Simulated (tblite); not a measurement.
Compound: C₅H₆F₃OP.
Cartesian coordinates in Å at the GFN2-xTB level; atoms count from 1:
```xyz
16
C5H6F3OP angstrom
C      2.6383   -0.0157    0.5793
C      1.4341    0.4715    0.3265
C      0.5523   -0.0624   -0.7180
C     -0.4639    0.9028   -1.4300
P     -1.2171   -0.4627   -0.5331
O     -1.9234   -1.6088   -1.1034
C     -1.9567    0.1814    1.0751
F     -1.3904    1.3054    1.5150
F     -1.8541   -0.7279    2.0420
F     -3.2515    0.4346    0.8878
H      3.2610    0.3953    1.3538
H      3.0435   -0.8467    0.0260
H      1.0498    1.3049    0.8981
H      1.0351   -0.7693   -1.3887
H     -0.4912    1.9069   -1.0309
H     -0.4735    0.8671   -2.5109
```

All values are computed: GFN2-xTB (tblite) harmonic vibrations without scaling, gas phase. Errors from tens to a few hundred cm⁻¹ against measured bands are possible. One conformer, not necessarily the lowest.

Harmonic wavenumbers (cm⁻¹): 27.4, 63.1, 101.1, 125.9, 161.1, 186.8, 242.3, 290.5, 306.2, 322.9, 387.4, 433.2, 469.7, 473.4, 609.8, 666.9, 701.7, 744.8, 780.2, 872.2, 892.7, 944.5, 991.5, 1022.4, 1029.9, 1062.0, 1079.1, 1081.9, 1101.0, 1177.2, 1226.2, 1294.9, 1312.9, 1378.0, 1408.3, 1688.2, 2994.9, 3057.2, 3074.8, 3080.5, 3107.7, 3143.6.

A = 1612, B = 910.4, C = 742.4 MHz; mass 170.011 u (most abundant isotopes); point group C1, symmetry number 1.

**Question.** Zero-point energy?

**Answer.** Half the sum of the wavenumbers: 22558 cm⁻¹ = 64.50 kcal/mol.

**Question.** Give the ideal-gas entropy at 500 K and 1 bar in the rigid-rotor, harmonic-oscillator model (classical rotation).

**Answer.** Translation 43.89, rotation 31.61, vibration 54.50: S = 130.0 cal/(mol K).

**Question.** And Cp and H(500 K) − H(0)?

**Answer.** Cp = 56.35 cal/(mol K), of which vibrations give 48.40 (their classical limit is 42 R = 83.5); H(500 K) − H(0) = 17.41 kcal/mol without the zero-point energy, 13.43 from vibrations.

**Question.** Which modes carry the vibrational entropy at 500 K?

**Answer.** 27.4 cm⁻¹: 7.04; 63.1 cm⁻¹: 5.38; 101.1 cm⁻¹: 4.45; 125.9 cm⁻¹: 4.02; 161.1 cm⁻¹: 3.53; 186.8 cm⁻¹: 3.24 cal/(mol K); the other 36 give 26.84 together.

**Question.** What must be added to the electronic energy to get the Gibbs energy at 500 K and 1 bar?

**Answer.** ZPE + [H(500 K) − H(0)] − T·S = 64.50 + 17.41 − 65.00 = 16.91 kcal/mol.

**Question.** How do the functions run with temperature in this model?

**Answer.** 
```tsv
T (K)	S (cal/(mol K))	Cp (cal/(mol K))	H − H(0) (kcal/mol)	G − H(0) (kcal/mol)	ln q(vib)
100	73.3	20.3	1.39	-5.94	2.33
200	90.8	31.0	3.97	-14.18	5.35
300	105.2	40.9	7.57	-23.99	8.30
800	159.6	69.2	36.46	-91.23	21.51
1000	175.6	74.3	50.84	-124.80	26.03
```

q(vib) and H(0) count from the zero-point level.

Hindered rotation and anharmonicity are outside this model. Other conformers, if any are populated, would add a mixing term that is left out. The structure is chiral; the term R ln 2 for an equal mix with its mirror image is left out.

The run took 0.5 s wall on one thread, Arm Neoverse V2 (aarch64), shared host with 96 logical CPUs at a one-minute load of 32. The figure is for the frequency step alone.
